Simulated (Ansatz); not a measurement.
`C=C[CH2][GaH2]`, relaxed with RKS PBE0-D4/def2-TZVP in the Gaussian-basis code of Ansatz from a PBE-D4/def2-SVP geometry. The force threshold is 0.005 eV/Å; the program also tests the step.

Charge 0, multiplicity 1.

Start:

```xyz
11

C     0.643   -0.787   -1.076
C     0.655    0.434   -0.448
C     0.499    0.653    0.999
Ga   -1.376   -0.029    0.547
H     0.621   -0.859   -2.173
H     0.753   -1.727   -0.511
H     0.574    1.330   -1.092
H     0.984   -0.090    1.657
H     0.628    1.692    1.342
H    -2.384    0.912   -0.206
H    -1.599   -1.529    0.961
```

```tsv
step	energy (eV)	largest force (eV/Å)	largest move (Å)
1	-55592.4420	0.568	0.000
2	-55592.4833	0.181	0.036
3	-55592.4853	0.090	0.018
4	-55592.4869	0.024	0.019
5	-55592.4869	0.032	0.005
6	-55592.4869	0.005	0.002
```

End:

```xyz
11

C     0.637   -0.774   -1.064
C     0.658    0.432   -0.449
C     0.492    0.647    0.989
Ga   -1.359   -0.039    0.539
H     0.625   -0.847   -2.144
H     0.726   -1.699   -0.504
H     0.590    1.315   -1.082
H     0.985   -0.077    1.633
H     0.623    1.671    1.321
H    -2.375    0.895   -0.192
H    -1.601   -1.524    0.953
```

It took 18 s on 4 threads of an Arm Neoverse V2 on a shared host, with 0.47 GiB of host memory at the peak.
